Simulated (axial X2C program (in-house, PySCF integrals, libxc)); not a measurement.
**Worked dissociation energy of SnHf: TPSS, without spin–orbit coupling**

All values were computed with an in-house relativistic program for diatomic molecules. Spin-free means the one-electron spin-free X2C Hamiltonian. Basis: Hf dyall-v2z [11s12p8d6f], Sn dyall-v2z [9s9p7d] (cores contracted in-house); Gaussian nuclei, density fitting, unrestricted open shells. Masses: Hf 179.947 u, Sn 119.902 u.

Molecular state: M_S = 2, Λ = 2 (beyond evenly filled blocks: σα, π+α, π-α, δ+α).

```
E(Hf) (2M_S = 2, M_L = 0) : -15078.299817 hartree
E(Sn) (2M_S = 2, M_L = 0) : -6176.275522 hartree
E(SnHf) at Re             : -21254.661600 hartree
ωe                        : 167.7 cm⁻¹
ωexe                      : 0.329 cm⁻¹
```

(1) Work out De and D0.

The state is a single determinant with fixed occupations, the lowest that a limited PBE0 search found. Dissociation energies refer to the lowest single-determinant-based atoms at the same level and basis. Other states lie close and PBE0, whose exact exchange favours high spin, may order them wrongly; the determinant shown need not be the ground state. The nearest other spin-free determinant of the search, M_S = 1, Λ = 0, lies 0.22 eV up at the distance of the search. Without a current term, density functionals place determinants with orbital angular momentum somewhat too high. At some level and bond length an empty orbital lies below a filled one. Spin-free De lacks the spin–orbit lowering of the heavy p-block atom, a tenth of an eV or more for 4p and 5p, up to an eV for 6p and one to two eV for 7p atoms, less what an open-shell molecule gains itself. With spin–orbit coupling the lowest determinant has another configuration, so this spin-free state is a model.

Each atomic determinant is the lowest at this level and need not be a pure term. Totals compare only within one Hamiltonian and basis.

Results:

(1) De = -15078.299817 + (-6176.275522) − (-21254.661600) = 0.08626 hartree = 2.347 eV. The zero-point energy is ωe/2 − ωexe/4 = 84 cm⁻¹ = 0.010 eV, so D0 = 2.337 eV.
